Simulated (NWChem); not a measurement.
Molecule: BNH3OF; SMILES NB(O)F

```xyz
7

B     -0.0066    -0.0205     0.0000
F      1.2501    -0.5382     0.0000
O     -1.0897    -0.8661     0.0000
H     -0.8022    -1.7950     0.0000
N     -0.1785     1.3790     0.0000
H     -1.0973     1.8157     0.0000
H      0.6069     2.0251     0.0000
```
Atoms are numbered in this order, from 1.

Results from NWChem. Pople sets run with spherical d functions. All runs use the structure optimised with PBE-D3(BJ)/def2-SVP. B3LYP is NWChem's, with the RPA form of VWN correlation. Vzz is the largest principal value of the second derivative of the potential at the nucleus (NWChem prints the opposite sign); η is the asymmetry. Non-relativistic.

| level | Vzz B1 (a.u.) | η B1 | Vzz O3 (a.u.) | η O3 | Vzz N5 (a.u.) | η N5 | relative time |
|---|---|---|---|---|---|---|---|
| Hartree-Fock/6-31G* | 0.281 | 0.68 | 1.420 | 0.48 | -0.871 | 0.36 | 1 |
| Hartree-Fock/def2-TZVP | 0.318 | 0.62 | 1.424 | 0.42 | -0.828 | 0.44 | 8 |
| B3LYP/def2-TZVP | 0.264 | 0.76 | 1.358 | 0.38 | -0.804 | 0.43 | 10 |
| B3LYP/cc-pVTZ | 0.264 | 0.72 | 1.365 | 0.39 | -0.825 | 0.42 | 20 |

Relative times are rough (shared machine, one core).
